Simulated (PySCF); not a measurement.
**Polarisability and C₆ of Cu²⁺ (copper, charge +2)**

[Ar] 3d9, 2D determinant. All numbers are calculated (PySCF 2.14, scalar relativity by spin-free X2C-1e, in aug-cc-pwCVTZ-DK with one added diffuse shell each of s, p, d, f, g type (11s10p8d5f4g, 152 functions)). Coupled (time-dependent) response in atomic units; α is the mean over directions.

| method | mean α (bohr³) | α xx, yy, zz | C₆ (like pair) | S(−4) |
| --- | --- | --- | --- | --- |
| PW91 | 3.287 | 3.159, 3.159, 3.542 | 9.069 | 5.739 |

S(−4) is the Cauchy moment in α(ω) = α(0) + S(−4) ω² + …

α(iu) at PW91:

```tsv
u (hartree)	α(iu) (bohr³)
0	3.287
0.0500	3.273
0.100	3.231
0.200	3.082
0.300	2.880
0.500	2.452
0.750	2.010
1.00	1.684
1.50	1.246
2.00	0.9671
3.00	0.6378
5.00	0.3421
```

A single London oscillator, α(iu) = α/(1 + u²/ω²), gives C₆ = (3/4) ω α². Matching the computed C₆ needs ω = 4 × 9.069 / (3 × 3.287²) = 1.12 hartree.

For an ion, C₆ is the dispersion term alone; charge-induced terms of lower order in 1/R come first.

The components differ because the open shell of this determinant is not spherical; for a pure term their mean is the scalar polarisability.
